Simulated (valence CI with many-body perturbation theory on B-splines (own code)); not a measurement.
Ag15+: configurations and terms from energies and g

Calculated by valence CI with perturbative core correlation (CI+MBPT): four valence electrons over a frozen Dirac-Fock core [Ar] 3d10, a basis of 11 s, 11 p, 9 d, 7 f, 5 g, 2 h, 1 i functions for each j, with the one-electron correlation potential Σ1, the two-electron term Σ2, the three-electron term Σ3, Breit, model QED; selected CI, second order for the rest (own B-spline code, finite nucleus).

No measured spectrum was set against this ion. As an estimate, levels hold to about 250 cm⁻¹ or 0.2 % of their energy and the worst to 1 %, as in measured heavy ions of charge 2 to 7; those with d or f electrons hold less well.

| No. | J | Parity | E (eV) | g |
| --- | --- | --- | --- | --- |
| 2 | 1 | even | 5.376 | 1.500 |
| 6 | 2 | odd | 38.447 | 1.915 |
| 9 | 3 | odd | 48.829 | 1.333 |
| 11 | 1 | odd | 53.642 | 1.328 |
| 16 | 2 | odd | 68.161 | 0.702 |
| 17 | 3 | odd | 70.991 | 1.093 |
| 20 | 4 | odd | 75.794 | 1.250 |

Energies count from the lowest level. Strongly mixed levels and levels close to another of their J and parity, and those with J = 0 are left out, so the numbers can have gaps.

Q: Give configuration and LS term of each level.

A: 2: 4s²4p² ³P; 6: 4s4p³ ⁵S°; 9: 4s4p³ ³D°; 11: 4s4p³ ³P°; 16: 4s²4p4d ³F°; 17: 4s²4p4d ³F°; 20: 4s²4p4d ³F°.
